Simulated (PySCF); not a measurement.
Computed shifts of a molecule F₂H₆Si₃, PySCF with B3LYP/pcSseg-1, GIAO, gas phase, atoms alike by connectivity averaged where their shifts nearly agree, in ppm (number of nuclei): ¹⁹F: -151.0 (2). ²⁹Si: 54.0 (1), -110.1 (2). ¹H: 3.60 (6). References: ¹⁹F against CFCl3 (σ = 161.7 ppm); ²⁹Si against TMS (σ = 338.7 ppm); ¹H against TMS (σ = 31.68 ppm), references at their B3LYP-D3(BJ)/def2-TZVP geometries, non-relativistic. Geometry: TPSSh-D3(BJ)/def2-SVP. Other conformers were not sampled.

Which molecule gave these data?
A) F[SiH2][Si@H](F)[SiH3]
B) F[SiH](F)[SiH2][SiH3]
C) F[Si](F)([SiH3])[SiH3]
D) F[SiH2][SiH2][SiH2]F

C, F[Si](F)([SiH3])[SiH3]
